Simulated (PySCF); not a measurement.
In(NH2)3.
Bonds: In1–N2, In1–N5, In1–N8. Hydrogens: H3, H4 on N2; H6, H7 on N5; H9, H10 on N8.

Theory: PySCF, PBE0-D3(BJ)/def2-SVP geometry optimisation, gas phase, def2 core potentials past Kr.

Task: Give the optimised bond lengths and angles.

Result: 
```tsv
bond	length (Å)
In1–N2, In1–N5, In1–N8	2.038
N2–H3 and 5 like bonds	1.016
```

Bonds in one row agree within 0.01 Å and their mean is given. A selection of angles:
```tsv
angle	degrees
N2–In1–N5	119.5
In1–N2–H3	116.4
H3–N2–H4	108.2
In1–N5–H6	116.5
```

All 3 In–N bonds measure 2.037 to 2.038 Å. In1 (indium bonded to 3 N) is almost planar (angles 119.5°, 119.5° and 119.3°, sum 358.2°, 0.16 Å off the plane of its three neighbours). N2 (nitrogen bonded to In and 2 H) is pyramidal (angles 116.5°, 116.4° and 108.2°, sum 341.1°, 0.31 Å off the plane of its three neighbours).

PBE0-D3(BJ)/def2-SVP frequencies: not computed here. One conformer, not necessarily the lowest (N5–In1–N2–H 164° and 35°, N2–In1–N5–H -160° and -30°, N2–In1–N8–H 34° and 165°).
